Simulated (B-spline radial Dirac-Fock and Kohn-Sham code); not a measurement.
# Scattering functions of Nb⁺

System: Nb⁺, configuration [Kr] 4d4.

Method: relativistic Hartree-Fock (Dirac-Fock) wave functions, averaged over the configuration. Computed with a B-spline atomic structure program. f₀ is the Fourier transform of the spherical electron density, S the Waller-Hartree incoherent function, and s = sin θ/λ. The electron scattering factor follows from the Mott-Bethe formula f_e = 0.023934 Å⁻¹·(Z − f₀)/s².

```
s (Å⁻¹)      f₀       S  f_e (Å)
      0  40.000   0.000        –
    0.1  37.453   2.802    8.488
   0.12  36.514   3.660    7.456
   0.14  35.513   4.502    6.700
   0.16  34.479   5.313    6.097
    0.2  32.401   6.839    5.145
   0.24  30.406   8.264    4.402
   0.28  28.559   9.620    3.798
   0.34  26.117  11.545    3.081
    0.4  24.062  13.330    2.534
   0.48  21.822  15.446    1.992
   0.58  19.567  17.645    1.525
   0.69  17.461  19.615    1.183
   0.83  15.049  21.731    0.902
   0.99  12.580  23.843    0.694
   1.18  10.170  26.019    0.530
   1.41   8.105  28.213    0.396
   1.69   6.609  30.314    0.288
   2.02   5.639  32.167    0.207
   2.42   4.855  33.813    0.148
    2.9   4.018  35.251    0.105
   3.46   3.132  36.432    0.076
   4.14   2.313  37.369    0.054
```

f₀ starts at the number of electrons, 40, and has fallen to half at s ≈ 0.56 Å⁻¹. The sum of ⟨r²⟩ over the electrons is 39.34 bohr². For an ion f_e diverges as s goes to zero, because of the net charge.
